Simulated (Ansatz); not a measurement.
Several settings on one geometry of TlF₂⁻ (the lowest singlet isomer of a short search) (that of the charge -1 singlet, PBE0-D4/def2-TZVPD). Ansatz on 4 threads of Arm Neoverse V1 on a shared host; times are rough.

```xyz
3

Tl   -0.247   -0.795   -0.461
F    -0.984    1.275   -0.687
F     1.232   -0.480    1.149
```

Totals from different functionals, basis sets or treatments of relativity can't be compared as stabilities.

DK, ANO-RCC and x2c sets are all-electron and run with scalar relativity unless a key says otherwise. In the def2 sets Tl takes a core potential; there is no spin–orbit coupling. Correlated methods freeze 6 core orbitals; core or outer-core shells of Tl are correlated, in sets that lack core-valence functions. A multiply charged anion in the gas phase is held together partly by the finite basis.

The spins typed aren't always the lowest for that charge.

Task: Give the basis size and estimate the energy, ⟨S²⟩ and time of these runs.

```csv
run,method,charge,state,further keys
1,RKS B2PLYP/def2-SVPD,-1,singlet,"final_grid: {core_spheres: 8, valence_spheres: 7, degree: 23}; nuclear_model: gaussian; accuracy: high; scf: {omitted_lower_state_checks: [starts]}"
2,RKS RPBE/def2-SVP,-1,singlet,scf: {lower_state_search: full}; forces asked
3,RKS PBE0/x2c-TZVPPall,-1,singlet,"final_grid: {core_spheres: 5, valence_spheres: 4, degree: 11}; scf: {lower_state_search: full}"
4,UKS PBE0-DH/def2-SVP,-2,doublet,"point_charges: [{charge: 1.00, position_ang: [5.458, 0.024, 0.188]}]; scf: {omitted_lower_state_checks: [starts]}; forces asked"
```

Result: 
```csv
run,functions,energy (Eh),⟨S²⟩,wall time
1,78,-371.7451,–,1 s
2,54,-372.2058,–,0.35 s
3,145,-20453.0325,–,2.3 s
4,54,-371.7769,0.75,1.8 s
```

The highest occupied level of an anion often lies above zero with these methods, and sets without diffuse functions describe the outer electron poorly.
